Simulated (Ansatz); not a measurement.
A structure drawn as `N[SiH2]O[SiH2][SiH3]`, with this starting geometry:

```xyz
14

N    -0.0438    2.0622    0.5531
Si    1.4156    1.2625    0.1810
O     1.1611   -0.2976    0.6261
Si    0.3407   -1.6617    0.0039
Si   -1.7933   -1.3171   -0.5981
H    -0.1353    2.0473    1.5978
H     0.1105    3.0908    0.3869
H     2.4540    1.8613    1.0047
H     1.6312    1.4377   -1.2987
H     0.4890   -2.7233    1.0016
H     1.2129   -2.1068   -1.1981
H    -2.6263   -0.8354    0.5407
H    -1.8451   -0.2728   -1.6765
H    -2.3712   -2.5472   -1.1245
```

Charge 0, multiplicity 1.

Problem. Does it keep its bonds when Ansatz relaxes it at PBE-D4/def2-SVP and then PBE0-D4/def2-TZVP?

Solution. Yes, every drawn bond is still there and no new one forms.

Problem. Give the relaxed structure. (Best estimate.)

Solution. The calculation gave: 
Z-matrix (Å, degrees):
```
Si
O 1 1.640
N 1 1.704 2 114.4
H 1 1.481 2 106.9 3 119.6
H 1 1.482 2 107.0 3 -119.5
Si 2 1.637 1 142.8 3 1.6
H 3 1.005 1 123.5 2 85.3
H 3 1.005 1 123.4 2 -86.2
Si 6 2.347 2 112.6 1 -1.4
H 6 1.489 2 109.0 1 -122.6
H 6 1.489 2 109.1 1 119.9
H 9 1.489 6 111.9 2 61.4
H 9 1.491 6 108.5 2 -179.7
H 9 1.489 6 111.9 2 -60.8
```
No frequency check was run.

Atoms count as bonded under 1.1 times the sum of their covalent radii (H–H under 0.85 Å, pairs among N, O and F under 1.55 Å), and a drawn bond as lost past 1.3 times.
